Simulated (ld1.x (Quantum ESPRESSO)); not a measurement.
How hard is this chromium TM potential?

- Element: chromium (Cr)
- Generator: ld1.x (Quantum ESPRESSO) 7.5
- Type: norm-conserving Troullier–Martins (Kleinman–Bylander form)
- Functional: PBEsol
- Relativity: scalar-relativistic
- Frozen core: [Ne] 3s2
- Valence charge: 12
- Reference configuration: 3p6 3d6 4s0 4p0
- Partial waves: 4s (bound, empty): rc 2.50 bohr; 3d (bound): rc 1.80 bohr; 3p (bound): rc 1.25 bohr
- Local potential: the p channel
- Core correction: Bessel-smoothed model core inside 1.15 bohr

The pseudo-atom Hamiltonian at the reference potential is diagonalised in spherical Bessel functions j_l(qr) that vanish at 20 bohr, with q² up to the cutoff. All-electron valence levels (Ry): 4s -0.2596, 3d -0.0964, 3p -3.1726, 4p -0.0583.

Problem. How do the lowest levels (Ry) of each channel move with the cutoff, and are there ghosts?

Solution.

```tsv
cutoff (Ry)	s #1	s #2	d #1	p #1	p #2	p #3	f #1	Σ f·Δε (mRy)
8	-1.3196	-0.2566	0.0447	-1.3704	-0.0207	0.0725	0.0996	11659.5
15	-3.7885	-0.2592	0.0442	-2.4080	-0.0407	0.0568	0.0996	5431.6
25	-4.8880	-0.2596	0.0430	-2.9793	-0.0530	0.0500	0.0996	1996.4
40	-5.1017	-0.2596	0.0028	-3.1558	-0.0579	0.0477	0.0996	696.0
50	-5.1103	-0.2596	-0.0684	-3.1707	-0.0585	0.0475	0.0996	179.0
70	-5.1109	-0.2596	-0.0955	-3.1720	-0.0585	0.0474	0.0996	8.9
100	-5.1120	-0.2596	-0.0963	-3.1725	-0.0585	0.0474	0.0996	1.2
140	-5.1122	-0.2596	-0.0964	-3.1726	-0.0585	0.0474	0.0996	0.1
400	-5.1122	-0.2596	-0.0964	-3.1726	-0.0585	0.0474	0.0996	0.0
```

Result: ghost state, extra bound levels that the all-electron valence spectrum of the same l lacks: s at -69.6 eV (a true bound ghost makes a file unfit for plane-wave use); 10 mRy is reached at 70 Ry and 1 mRy at 110 Ry.
